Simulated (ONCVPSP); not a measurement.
# Reading a pseudo-wave (Sr (Z = 38))

Columns: radius, all-electron u(r) and pseudo u(r) of the 4p shell (level -24.12 eV) of strontium in the configuration [Ar] 3d10 4s2 4p6 5s1 5p1; PBE, scalar-relativistic, ONCV scheme, ONCVPSP 4.0.1.

| r (bohr) | all-electron | pseudo |
| --- | --- | --- |
| 0.148 | 0.1379 | 0.0300 |
| 0.295 | -0.3809 | 0.1142 |
| 0.443 | -0.3759 | 0.2407 |
| 0.590 | -0.0575 | 0.3890 |
| 0.738 | 0.3030 | 0.5402 |
| 0.885 | 0.5867 | 0.6733 |
| 1.033 | 0.7730 | 0.7757 |
| 1.180 | 0.8691 | 0.8384 |
| 1.328 | 0.8964 | 0.8612 |
| 1.475 | 0.8752 | 0.8477 |
| 1.623 | 0.8229 | 0.8058 |
| 1.770 | 0.7539 | 0.7449 |
| 1.918 | 0.6768 | 0.6729 |
| 2.065 | 0.5992 | 0.5978 |
| 2.213 | 0.5240 | 0.5237 |
| 2.360 | 0.4547 | 0.4546 |
| 2.508 | 0.3914 | 0.3914 |
| 2.655 | 0.3353 | 0.3353 |
| 2.802 | 0.2860 | 0.2859 |
| 2.950 | 0.2427 | 0.2427 |
| 3.098 | 0.2054 | 0.2053 |
| 3.245 | 0.1736 | 0.1736 |
| 3.393 | 0.1463 | 0.1463 |
| 3.540 | 0.1233 | 0.1233 |
| 3.688 | 0.1037 | 0.1037 |
| 3.835 | 0.0872 | 0.0872 |

Question: How many radial nodes do the two functions have?

Answer: The all-electron 4p function has n − l − 1 = 2; the pseudo-wave has 0, since the states of the same l below it are removed with the core.

Question: At about which radius was the pseudo-wave matched?

Answer: 2.95 bohr. The columns agree to 0.0005 from 2.21 bohr on; several derivatives are matched, so the curves merge somewhat inside the radius.

Question: Is the pseudo-wave norm-conserving?

Answer: Yes: the ONCV scheme keeps the norm inside the radius equal to the all-electron one, which fixes the energy derivative of the logarithmic derivative at the level.
